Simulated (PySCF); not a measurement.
## Spinor energies of Ar⁺ (argon, charge +1)

Start: [Ne] 3s2 3p5; 3p1/2 filled at m_j = -1/2, +1/2; 3p3/2 filled at m_j = -1/2, +1/2, +3/2. Calculated with PySCF 2.14 in x2c-QZVPPall-2c: generalised Hartree-Fock with the X2C-1e Hamiltonian and a Gaussian nucleus; one run each with spin-orbit coupling (SO) switched off, then screened by Boettger's factors.

| spinor shell | electrons | ε, spin-free (eV) | ε, screened SO (eV) | weight of nominal j (screened SO) | rms radius, screened SO (bohr) |
| --- | --- | --- | --- | --- | --- |
| 1s1/2 | 2 | -3254.8 | -3254.8 | 1.000 | 0.0991 |
| 2s1/2 | 2 | -351.65 | -351.62 | 1.000 | 0.446 |
| 2p1/2 | 2 | -274.46 | -276.22 | 0.993 | 0.415 |
| 3s1/2 | 2 | -46.847 | -46.838 | 0.999 | 1.48 |
| 3p1/2 | 2 | -28.462 | -28.480 | 0.637 | 1.69 |
| 3p3/2 | 3 | -28.462 | -28.461 | 0.758 | 1.69 |

Where does 2p3/2 lie, and what is the 2p spin-orbit splitting (screened SO)?

At -273.56 eV, 2.666 eV above 2p1/2.

| quantity | spin-free | screened SO |
| --- | --- | --- |
| E (hartree) | -528.09118 | -528.09479 |
| M_J | 3/2 | 3/2 |
| ⟨J²⟩ | 3.761 | 3.761 |
| ⟨L²⟩ | 2.008 | 2.008 |
| ⟨S²⟩ | 0.753 | 0.753 |

Each row is a mean over spinors that exchange with the open shell spreads, by up to 3.846 eV (3s1/2).

Rows whose weight is well below 1 are mixtures of j = l ± 1/2: exchange outweighs spin-orbit coupling there, and the label is only the starting occupation.

Without spin-orbit coupling the j labels of p, d and f shells carry no meaning; the spin-free column gives the mean over the occupied spinors of each nl shell.
